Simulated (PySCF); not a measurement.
fluoroethane cation (C2H5F), SMILES CCF (connectivity only; charge and spin as stated), charge +1, multiplicity 2.

Geometry optimised at PBE-D3(BJ)/def2-TZVP. The multiplicity is an assumed one; other spin states were not compared.

Level of theory: PBE-D3(BJ)/def2-TZVP (PySCF).

Harmonic, unscaled wavenumbers; measured fundamentals usually lie a few per cent lower.

List the normal modes with their intensities. (Estimate from the structure and the level; the computed values follow.)


```
mode  ν (cm⁻¹)  IR (km/mol)  moving atoms (share of kinetic energy)
----  --------  -----------  --------------------------------------
1          117         27.9                                  H 88 %
2          439         10.5                  C 34 %, H 34 %, F 32 %
3          482         27.9                          H 57 %, C 41 %
4          709          5.1                          H 81 %, C 19 %
5          874        213.7                  H 58 %, C 27 %, F 16 %
6          925        328.9                          H 81 %, C 17 %
7          974          0.6                                  H 93 %
8         1054         38.4                          H 58 %, C 42 %
9         1139         83.4                  H 69 %, C 20 %, F 11 %
10        1177         23.7                                  H 94 %
11        1189         64.8                  H 62 %, C 21 %, F 17 %
12        1340         59.1                          C 53 %, H 41 %
13        1389         28.7                          H 74 %, C 26 %
14        2312        102.9                                  H 96 %
15        2545        147.0                                  H 93 %
16        2769         65.6                                  H 93 %
17        2815        246.2                                  H 95 %
18        3089         13.7                           H 92 %, C 8 %
```
